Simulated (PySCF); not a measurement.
PBE on As⁻ (arsenic, charge -1), [Ar] 3d10 4s2 4p4, high-spin 3P determinant. All numbers are calculated (PySCF 2.14, the spin-free X2C one-electron Hamiltonian (Gaussian nucleus), in dyall-av3z (24s17p11d2f, 144 functions)).

```
cycle= 1 E= -2260.51170250271  delta_E= -0.0323  |g|= 0.132  |ddm|= 0.213
cycle= 2 E= -2260.51054620694  delta_E= 0.00116  |g|= 0.193  |ddm|= 0.0658
cycle= 3 E= -2260.51346318955  delta_E= -0.00292  |g|= 0.00886  |ddm|= 0.0384
cycle= 4 E= -2260.51341788249  delta_E= 4.53e-05  |g|= 0.0118  |ddm|= 0.0395
cycle= 5 E= -2260.51353950419  delta_E= -0.000122  |g|= 0.000598  |ddm|= 0.0205
cycle= 6 E= -2260.51354038384  delta_E= -8.8e-07  |g|= 0.000124  |ddm|= 0.00312
cycle= 7 E= -2260.51354042519  delta_E= -4.13e-08  |g|= 4.34e-06  |ddm|= 0.00075
cycle= 8 E= -2260.51354042522  delta_E= -2.55e-11  |g|= 6.85e-07  |ddm|= 1.27e-05
converged SCF energy = -2260.51354042522  <S^2> = 2.0100969  2S+1 = 3.0067237
```

Highest occupied orbital energy: 1.653 eV; ⟨L²⟩ = 2.04; populations by l: s 8.00, p 16.00, d 10.00, f 0.00.

Q: Can this result be used?

A: With care. The calculation finished and met its thresholds. At PBE the highest occupied level has a positive energy, so only the finite basis holds that electron; in a semilocal or global hybrid functional this comes from self-interaction and does not mean that the real anion is unbound.
